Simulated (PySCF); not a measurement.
The same groups moved round the core (butadiene fluoro). All species are isolated molecules in the gas phase. One relaxed conformer stands for each flexible species; it need not be the lowest. Strings in code marks are SMILES.

Level of theory: PySCF 2.14.0 with PBE-D3(BJ)/def2-TZVP // TPSSh-D3(BJ)/def2-TZVP. Excitations are Tamm–Dancoff values on a coarser integration grid. The basis has no diffuse functions, so Rydberg states are missing or too high.

```tsv
species	T1 excitation (TDA) (eV)	HOMO–LUMO gap (eV)
`C=CC(=C)F` (C–C–C–F torsion 0°)	3.18	___
`C=C/C=C/F` (C–C–C–C torsion 180°)	3.20	3.95
`C=C/C=C\F` (C–C–C–C torsion 180°)	3.15	3.90
```

**Question.** Some entries are withheld; supply them.

**Answer.** 
- `C=CC(=C)F` (C–C–C–F torsion 0°), HOMO–LUMO gap (eV): 3.92
